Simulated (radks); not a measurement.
Excited configurations of neutral silicon: one electron is placed in a higher orbital outside [Ne] 3s2 3p1. The ground configuration is [Ne] 3s2 3p2. Calculated with a radial shooting solver on a logarithmic mesh with Libxc functionals: scalar-relativistic Kohn-Sham, PBE, spin-unpolarised, spherical densities, finite nucleus; Fermi nuclear charge, rms radius 3.1224 fm. Excitation = E - E(ground); binding = E(ion) - E, where the ion is the core of charge +1; n* = 1/sqrt(2 binding) in atomic units, and the quantum defect is n - n*.

| outer orbital | excitation (eV) | binding (eV) | n* | quantum defect | eigenvalue (eV) | <r> (bohr) |
|---|---|---|---|---|---|---|
| 4s | 4.555 | 3.185 | 2.067 | 1.933 | -1.799 | 6.746 |
| 4d | 6.510 | 1.230 | 3.326 | 0.674 | -0.650 | 14.90 |
| 5s | 6.160 | 1.580 | 2.934 | 2.066 | -0.959 | 13.84 |
| 6d | 7.195 | 0.545 | 4.997 | 1.003 | -0.349 | 38.74 |
| 6f | 7.284 | 0.456 | 5.465 | 0.535 | -0.286 | 43.96 |
| 7p | 7.203 | 0.537 | 5.032 | 1.968 | -0.355 | 41.33 |

Estimate the row for 4p.

Answer. excitation (eV) 5.509; binding (eV) 2.231; n* 2.470; quantum defect 1.530; eigenvalue (eV) -1.203; <r> (bohr) 8.723. The Delta-SCF ionisation energy is 7.740 eV (NIST Atomic Spectra Database: 8.152 eV, measured). Self-interaction in the functional shifts the binding energies and quantum defects, so they are the method's values and not measured ones. Spin polarisation and multiplet splitting are left out, so open shells lie too high by an amount that depends on their filling.

Beside tabulated values, note that spin-unpolarised runs miss the spin-polarisation part of the exchange energy of open shells.
